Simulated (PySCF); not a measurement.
# What each rung costs, and what it gives

Saddle point of SnH₄S₂, singlet (SnH₄S₂ ([SH][SnH2][SH]) → SnH₂S ([S][SnH2]) + H₂S (still joined by a long Sn–S bond); bonds formed: S2–H4; bonds broken: S3–H4; bonds weakened to dative contacts: Sn1–S2), PBE0-D4/def2-TZVP structure:

Sn1  (-0.805, -0.274, 0.612)
S2  (1.352, -0.378, -0.956)
S3  (-1.411, 1.445, -0.752)
H4  (0.355, 0.635, -1.328)
H5  (-1.396, -1.872, 0.453)
H6  (-0.110, -0.062, 2.163)
H7  (2.016, 0.506, -0.192)
(Å)

Barriers are electronic and count from the start structure reached by relaxing down the imaginary mode.

Computed with PySCF 2.14 with density fitting (its default auxiliary sets; JK sets also for MP2 and CCSD(T)) (basis: as named in each row); correlated methods freeze the cores. Filled d shells of the heavier atoms are correlated. Core potentials replace the inner electrons of the atoms past krypton. The def2 sets are not built for correlating such inner shells, so the correlated values are less sure here. B3LYP uses VWN-RPA correlation. Extrapolation: Hartree–Fock as exp(−7.88 √X), correlation as X^−2.97.

Times are rough, for one single point on 4 threads of a shared host (Arm Neoverse V2).

The estimate by CCSD(T) at an estimated basis limit (MP2 extrapolated from triple and quadruple zeta, plus CCSD(T) − MP2 in triple zeta) is 1.550 eV.

```csv
method,basis,time (s),barrier (eV),method less estimate
PBE0-D4,def2-SVP,4,1.462,-0.088
PBE-D4,def2-SVP,4,1.275,-0.275
MP2,def2-QZVPP,6,1.520,-0.029
SPW92,def2-TZVPP,9,1.203,-0.347
PBE0-D4,def2-TZVPP,10,1.486,-0.063
BHLYP-D4,def2-TZVPP,10,1.718,0.169
PBE-D4,def2-TZVPP,11,1.306,-0.244
B3LYP-D4,def2-TZVPP,11,1.515,-0.035
CCSD(T),def2-SVP,12,1.683,0.133
r2SCAN-D4,def2-TZVPP,24,1.444,-0.106
wB97M-V,def2-TZVPP,130,1.633,0.083
CCSD(T),def2-TZVPP,400,1.627,0.077
```

All methods are single points on the PBE0-D4 structures.

T1 diagnostic: at most 0.017.

Labels in which every atom is bracketed show which atoms are joined, not bond orders.
